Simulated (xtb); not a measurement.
Si(H)2(Me)(vinyl) (C3H8Si), SMILES C=C[SiH2]C. All values are semi-empirical tight-binding results from xtb (GFN2-xTB unless named), good for trends rather than for accurate numbers. Geometry: GFN2-xTB. One conformer was computed; it need not be the lowest.

Computed properties:
| Property | Value |
|---|---|
| orbital gap | 4.52 eV |
| dipole moment | 0.37 D |
| zero-point energy | 58.8 kcal/mol |
| G − E(el) at 298.15 K (modified RRHO) | 40.0 kcal/mol |
| static polarisability (D4 model) | 67.0 bohr³ |
| solvation energy, GFN2-xTB/ALPB(water) | 0.0 kcal/mol |
| solvation energy, GFN2-xTB/ALPB(hexane) | -2.9 kcal/mol |
